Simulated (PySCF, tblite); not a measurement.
Isomers of C6H8NPS, one GFN2-xTB conformer each. Single-point energies are computed at PBE0/pcSseg-1 (PySCF, gas phase, no added dispersion term), electronic only.

Task: Rank them by PBE0/pcSseg-1 energy, lowest first (kJ/mol).
A. `[CH3:1][S:2][c:3]1[cH:4][p:5][cH:6][c:7]([CH3:8])[n:9]1` with C1–S2–C3–C4 180°
B. `[CH3:1][S:2][c:3]1[n:4][c:5]([CH3:6])[cH:7][cH:8][p:9]1` with C1–S2–C3–N4 0°
C. `[CH3:1][P@@H:2](=[S:3])[c:4]1[cH:5][cH:6][cH:7][cH:8][n:9]1` with C1–P2–C4–C5 -128°

Result: C (0.0), A (76.3), B (82.6).

Neighbours under 10 kJ/mol apart (CSc1cpcc(C)n1 and CSc1nc(C)ccp1) can change places with a better method, another conformer or zero-point energy. GFN2-xTB itself gives, in the same order: 0.0, 89.9, 99.3. Both levels put the same isomer lowest; measured from each level's own lowest isomer, the values differ by up to 16.7 kJ/mol (CSc1nc(C)ccp1: 99.3 against 82.6).

Task: Which frontier levels, dipoles and rotational constants go with these structures?

Result: 
| SMILES | HOMO (eV, PBE0/pcSseg-1) | LUMO (eV) | dipole (D) | A, B, C (MHz) |
| --- | --- | --- | --- | --- |
| C[P@@H](=S)c1ccccn1 | -6.54 | -1.57 | 4.66 | 2477, 782.7, 626.8 |
| CSc1cpcc(C)n1 | -6.45 | -1.93 | 1.75 | 1821, 932.9, 621.6 |
| CSc1nc(C)ccp1 | -6.18 | -1.71 | 2.82 | 1681, 1055, 653.5 |

Task: What happens when harmonic zero-point energies from GFN2-xTB frequencies are added?

Result: 
| SMILES | ZPE (kJ/mol) | electronic (kJ/mol) | with ZPE (kJ/mol) |
| --- | --- | --- | --- |
| C[P@@H](=S)c1ccccn1 | 324.2 | 0.0 | 0.0 |
| CSc1cpcc(C)n1 | 327.4 | 76.3 | 79.5 |
| CSc1nc(C)ccp1 | 327.7 | 82.6 | 86.1 |

The zero-point energies span 3.5 kJ/mol. The order is unchanged.
